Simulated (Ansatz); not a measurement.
Cl₃HSZr (`[SH][Zr]([Cl])([Cl])[Cl]`). Total charge 0; spin multiplicity 1. Zr takes the def2 core potential.

Cartesian coordinates in Å:
```
S 0.022 1.673 -1.054
Zr 0.018 -0.203 0.460
Cl 0.183 0.696 2.588
Cl -1.947 -1.406 0.160
Cl 1.812 -1.588 -0.052
H -0.087 0.829 -2.102
```

Question: What are the harmonic wavenumbers in cm⁻¹ at PBE0-D4/def2-TZVP (Ansatz, finite differences of forces, unscaled)? (An estimate is asked.)

Answer: Computed: 68, 90, 101, 105, 106, 131, 366, 397, 424, 429, 503, 2669.

Question: Is this a minimum?

Answer: Yes, all 12 modes are real.

Question: Give the ideal-gas thermochemistry at 298.15 K and 1 bar (rigid rotor, harmonic oscillator; point group Cs, symmetry number 1).

Answer: Zero-point energy 32.2 kJ/mol; H(298) − E = 57.5 kJ/mol; entropy 409.3 J/(mol·K), of which translation 176.7, rotation 126.3, vibration 106.3; G(298) − E = -64.5 kJ/mol. Modes under 100 cm⁻¹ are hindered rotations or soft bends, so the harmonic entropy is rough.

Question: And at 400, 500, 600, 800 and 1000 K?

Answer: 
```json
{"T (K)": "400", "H − E (kJ/mol)": "69.2", "S (J/mol/K)": "442.9", "G − E (kJ/mol)": "-108.0"}
{"T (K)": "500", "H − E (kJ/mol)": "81.1", "S (J/mol/K)": "469.4", "G − E (kJ/mol)": "-153.6"}
{"T (K)": "600", "H − E (kJ/mol)": "93.1", "S (J/mol/K)": "491.4", "G − E (kJ/mol)": "-201.7"}
{"T (K)": "800", "H − E (kJ/mol)": "117.7", "S (J/mol/K)": "526.7", "G − E (kJ/mol)": "-303.7"}
{"T (K)": "1000", "H − E (kJ/mol)": "142.8", "S (J/mol/K)": "554.7", "G − E (kJ/mol)": "-411.9"}
```

Question: Rotational constants (cm⁻¹)?

Answer: 0.03394, 0.03272, 0.03227.
